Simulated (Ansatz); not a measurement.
Reaction: H4SiNO (SMILES [NH][SiH2]O, doublet) → H4SiNO (SMILES N[SiH]O, doublet)
Each species at its own B3LYP-D3(BJ)/def2-TZVP minimum (Ansatz, a program for electronic structure), one conformer.

Quantity: isomerisation energy (electronic), in kJ/mol. UHF or UKS for unpaired electrons; spin-orbit terms are left out. CBS(X,Y): correlation extrapolated as X^-3, Hartree-Fock from the larger set. A bracket is a step between two methods taken in the basis named. Functionals run without relativity, which enters their misses. Double hybrids freeze cores in their MP2 part. '+ core + X2C': CCSD(T) terms for core correlation (cc-pwCVTZ, 1s frozen past Ne) and scalar relativity (cc-pVTZ-DK).

CCSD(T)/CBS(cc-pV(T+d)Z,cc-pV(Q+d)Z) + [CCSDT(Q) - CCSD(T)]/cc-pV(D+d)Z + core + X2C (Ansatz) gives -84.9 kJ/mol.

### Question
What does PBE/def2-TZVPD (Ansatz) give here, and how do the other levels compare?

### Answer
PBE gives -97.9 kJ/mol, 13.0 kJ/mol below it. Differences of the others: r2SCAN/def2-TZVPD (Ansatz) -0.3; B3LYP/def2-TZVPD (Ansatz) 3.8; PBE0/def2-TZVPD (Ansatz) -5.6; wB97M-V/def2-TZVPD (Ansatz) 4.6; B2PLYP/def2-TZVPD (Ansatz) 0.1; CCSD(T)/CBS(cc-pV(T+d)Z,cc-pV(Q+d)Z) + core + X2C (Ansatz) 0.1 kJ/mol. Nearer than PBE: r2SCAN/def2-TZVPD, B3LYP/def2-TZVPD, PBE0/def2-TZVPD, wB97M-V/def2-TZVPD, B2PLYP/def2-TZVPD, CCSD(T)/CBS(cc-pV(T+d)Z,cc-pV(Q+d)Z) + core + X2C.
